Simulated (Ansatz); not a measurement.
Saddle point of CH5ClZn, closed shell (ZnHCl ([Cl][ZnH]) + CH₄ → CH₃ClZn ([CH3][Zn][Cl]) + H₂; bonds formed: Zn1–C5, H2–H4; bonds broken: Zn1–H2, H4–C5), PBE0-D4/def2-TZVP structure:

| atom | x (Å) | y (Å) | z (Å) |
| --- | --- | --- | --- |
| Zn1 | -0.7655 | -0.4610 | -0.7840 |
| H2 | 0.3267 | -1.7966 | -0.4528 |
| Cl3 | -2.4608 | -0.0727 | -1.9661 |
| H4 | 0.5326 | -0.8447 | 0.0854 |
| C5 | 0.4719 | 0.5906 | 0.6049 |
| H6 | -0.2557 | 0.9156 | 1.3529 |
| H7 | 1.3486 | 0.2232 | 1.1504 |
| H8 | 0.8023 | 1.4454 | 0.0093 |

Energies are electronic, without zero-point energy. Barriers and step energies count from the start structure reached by relaxing down the imaginary mode; all methods use the PBE0-D4 structures, on which another method's saddle can fall below an end. Computed with Ansatz 0.2.0 (basis: def2-TZVPP, with def2-QZVPP for the basis limit); correlated methods freeze the cores. The 3s and 3p shells of Cu and Zn are frozen; filled d shells are correlated. B3LYP uses VWN-RPA correlation. Extrapolation: Hartree–Fock as exp(−7.88 √X), correlation as X^−2.97.

```tsv
method	barrier (kcal/mol)	step energy (kcal/mol)
SPW92	44.46	9.38
PBE-D4	52.32	8.95
BLYP-D4	57.92	9.48
r2SCAN-D4	53.53	9.89
B97M-V	57.56	13.15
PBE0-D4	54.44	10.10
B3LYP-D4	59.09	10.50
r2SCAN0-D4	55.29	10.58
BHLYP-D4	62.01	12.02
CAM-B3LYP-D4	59.19	11.13
wB97X-V	?	10.46
wB97M-V	58.17	10.23
B2PLYP	59.25	9.78
PBE-QIDH	56.15	9.74
RPA on PBE	58.56	9.82
HF	?	15.02
MP2	?	7.71
CCSD	60.35	10.67
CCSD(T)	58.13	9.74
```

Problem. Fill in the withheld barriers. (An estimate is asked for; the value comes from the calculation.)

Solution. By the calculation: wB97X-V 58.37; HF 71.49; MP2 57.36 kcal/mol. Each is the energy of the saddle less that of the start structure, by the same method.

For comparison, the barrier by CCSD(T) at an estimated basis limit (MP2 extrapolated from triple and quadruple zeta, plus CCSD(T) − MP2 in triple zeta) is 56.88 kcal/mol.

T1 diagnostic: at most 0.014.

Labels in which every atom is bracketed show which atoms are joined, not bond orders.

For scale, one of the runs: CCSD(T)/def2-TZVPP, 207 basis functions, launched by `ansatz run in.yaml --threads 4 --pin off --events-out ev --progress --plain --max-ram 9574MiB`. Time: 60 s of wall clock on 4 CPU threads of an Arm Neoverse V1; the host was shared. Peak host memory: 2.6 GiB.
